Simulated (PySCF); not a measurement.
C₂H₄BN₃. Atoms are numbered in the order given.

```xyz
10

N      0.0000     0.0000     2.0609
B      0.0000     0.0000     0.6783
N      0.0000     1.2447    -0.1646
C      0.0000     0.7664    -1.3489
C      0.0000    -0.7664    -1.3489
N      0.0000    -1.2447    -0.1646
H      0.0000    -0.8571     2.6019
H      0.0000     0.8571     2.6019
H      0.0000     1.3803    -2.2647
H      0.0000    -1.3803    -2.2647
```
Charge 0, spin multiplicity 1.

Geometry: B3LYP-D3(BJ)/def2-SVP. This is a generated structure with no PubChem entry under its InChIKey; it may be hypothetical. One conformer was computed; it need not be the lowest.

These are PBE0/pcSseg-1 (PySCF) values and carry that method's errors.

GIAO shieldings, no solvent; atoms alike by connectivity are averaged. δ = σ(ref) − σ: ¹⁵N against NH3 (σ = 267.4 ppm); ¹¹B against BF3 (σ = 88.8 ppm); ¹³C against TMS (σ = 186.3 ppm); ¹H against TMS (σ = 31.56 ppm), references at their B3LYP-D3(BJ)/def2-TZVP geometries, non-relativistic.

| atoms | nucleus | count | δ (ppm) |
|---|---|---|---|
| N3, N6 | ¹⁵N | 2 | 411.5 |
| N1 | ¹⁵N | 1 | (withheld) |
| B2 | ¹¹B | 1 | (withheld) |
| C4, C5 | ¹³C | 2 | (withheld) |
| H9, H10 | ¹H | 2 | 8.51 |
| H7, H8 | ¹H | 2 | 4.79 |

Task: Fill in the missing entries. (The exact figures need the calculation; the answer reports its results.)

Result: 
- C4, C5, δ (ppm): 184.1
- N1, δ (ppm): 104.5
- B2, δ (ppm): 24.1
